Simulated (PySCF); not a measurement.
Electronic absorption of C6H7BO2S

Compound: C₆H₇BO₂S.
Cartesian coordinates in Å at the PBE0-D3(BJ)/def2-SVP level; atoms count from 1:
```xyz
17
C6H7BO2S angstrom
O     -3.2011    0.4096    0.4188
B     -2.2353    0.0110   -0.4604
O     -2.6258   -0.4240   -1.6877
C     -0.7052    0.0211   -0.1240
C     -0.1854    0.6532    1.0150
C      1.1726    0.6463    1.3085
C      2.0667   -0.0115    0.4527
S      3.7762    0.0074    0.8815
C      1.5713   -0.6466   -0.6935
C      0.2095   -0.6225   -0.9710
H     -2.8573    0.6424    1.2853
H     -3.5847   -0.4111   -1.7771
H     -0.8514    1.1872    1.7021
H      1.5450    1.1535    2.2019
H      4.2129   -0.6973   -0.1823
H      2.2556   -1.1618   -1.3724
H     -0.1632   -1.1181   -1.8709
```

Computed, not measured: TDDFT wB97X-D/def2-SVPD, vertical, gas phase, core orbitals frozen in the response (PySCF 2.14.0, density-fitted response routines).

| state | E (eV) | λ (nm) | ν̃ (cm⁻¹) | f | \|μ\| (D) | main configurations (H = HOMO, L = LUMO) |
| --- | --- | --- | --- | --- | --- | --- |
| S1 | 4.97 | 249.6 | 40070 | 0.0097 | 0.72 | H→L+1 (65%), H-1→L (29%) |
| S2 | 5.16 | 240.2 | 41630 | 0.377 | 4.39 | H→L (89%) |
| S3 | 5.33 | 232.6 | 43000 | 0.0015 | 0.27 | H→L+3 (59%), H→L+2 (17%), H→L+4 (9%) |
| S4 | 6.18 | 200.8 | 49810 | 0.179 | 2.76 | H-1→L (63%), H→L+1 (31%) |
| S5 | 6.29 | 197.1 | 50740 | 0.021 | 0.94 | H→L+4 (69%), H→L+3 (15%) |
| S6 | 6.64 | 186.6 | 53600 | 0.019 | 0.88 | H→L+2 (59%), H→L+7 (16%) |
| S7 | 6.67 | 186.0 | 53770 | 0.422 | 4.09 | H-1→L+1 (79%), H-2→L (11%) |
| S8 | 7.07 | 175.4 | 57020 | 0.0031 | 0.34 | H-3→L (92%) |
| S9 | 7.12 | 174.1 | 57430 | 0.0004 | 0.12 | H-1→L+2 (49%), H-1→L+3 (22%), H→L+6 (11%) |
| S10 | 7.26 | 170.8 | 58560 | 0.257 | 3.05 | H-2→L (64%), H→L+8 (16%), H-1→L+1 (11%) |

Triplets (Tamm–Dancoff): T1 3.70 eV, H→L (80%), H-1→L+1 (8%); T2 4.44 eV, H→L+1 (81%), H-1→L (10%); T3 4.64 eV, H-1→L+1 (81%), H→L (10%); T4 4.87 eV, H-1→L (81%), H→L+1 (12%).

The lowest singlet lies at 4.97 eV (250 nm, ultraviolet) and is weak; its leading configuration is HOMO→LUMO+1 (65%). The strongest level in the table is S7 at 6.67 eV (186 nm, f = 0.422). Löwdin shares by element: HOMO sulfur 40%, carbon 36% or more (atoms not listed hold the other 24%); LUMO carbon 58% or more (atoms not listed hold the other 42%). The oscillator strengths of these states sum to 1.289; summed over the whole spectrum of an exact calculation they would give the number of electrons, 80 (Thomas–Reiche–Kuhn). Of the 10 states listed, 6 reach f = 0.01 and 1 stays under 0.0005. Orbital energies (eV): HOMO-3 -11.18, HOMO-2 -10.65, HOMO-1 -9.41, HOMO -8.25, LUMO 0.64, LUMO+1 1.16, LUMO+2 1.44. The vertical ionisation energy (ΔSCF) is 8.38 eV, 1.12 eV above S10. Only the lowest 10 singlets were computed, as vertical energies without vibronic structure.

On Intel Xeon 6975P-C, one thread, no GPU (shared host), this took 3.0 min and 1.3 GiB of memory at its peak.

One conformer stands for the species.
